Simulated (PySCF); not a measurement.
An unknown gives this computed stick spectrum. The calculation used PySCF 2.14.0, density-fitted response routines, TDDFT CAM-B3LYP/def2-SVPD, vertical, gas phase, core orbitals frozen in the response. Geometries: GFN2-xTB, one conformer each.

```tsv
state	λ (nm)	f
S1	213.9	0.024
S2	204.9	0.030
S3	188.5	0.096
S4	186.3	0.338
S5	180.5	0.0046
S6	173.4	0.0045
S7	171.9	0.0067
S8	171.2	0.123
```

Triplets computed (Tamm–Dancoff): 4.28, 5.39, 5.72 eV.

Orbital energies (eV): HOMO-3 -10.09, HOMO-2 -9.80, HOMO-1 -9.42, HOMO -8.86, LUMO 0.13, LUMO+1 0.60, LUMO+2 1.10.

Question: Which candidate is it? All have the formula C4H8ClFSi2.
A. `CC[Si@@H](Cl)C#C[SiH2]F`
B. `C=C[Si@@H](Cl)/C(F)=C\[SiH3]`
C. `[C@@H]1([C@H](Cl)F)[SiH2][SiH2]C=C1`
D. `C=C[Si@@]1(Cl)C[SiH2][C@@H]1F`

Answer: D. Its S1 lies at 5.80 eV; the nearest of the others has S1 at 6.15 eV. S1 is HOMO→LUMO+1 (62%), HOMO→LUMO (23%). Löwdin shares by element: HOMO carbon 30% or more, silicon 22%, fluorine 18% (atoms not listed hold the other 30%); LUMO carbon 48% or more, silicon 18% (atoms not listed hold the other 34%). At the same level the other candidates give, for their lowest levels:
- `C=C[Si@@H](Cl)/C(F)=C\[SiH3]`: 201 nm (f 0.328); 192 nm (f 0.002); 180 nm (f 0.016); 180 nm (f 0.008); 176 nm (f 0.003); T1 3.85 eV; HOMO -9.19, LUMO -0.16 eV
- `F[C@@H](Cl)[C@H]1C=C[SiH2][SiH2]1`: 194 nm (f 0.009); 185 nm (f 0.098); 175 nm (f 0.019); 175 nm (f 0.062); 173 nm (f 0.043); T1 4.32 eV; HOMO -9.21, LUMO 0.47 eV
- `CC[Si@@H](Cl)C#C[SiH2]F`: 231 nm (f 0.001); 214 nm (f 0.005); 207 nm (f 0.001); 178 nm (f 0.001); 167 nm (f 0.171); T1 4.61 eV; HOMO -9.69, LUMO -0.32 eV

Shape of the structure used: `[CH2:1]=[CH:2][Si@@:3]1([Cl:4])[CH2:5][SiH2:6][C@@H:7]1[F:8]`: C1–C2–Si3–Cl4 -2°.
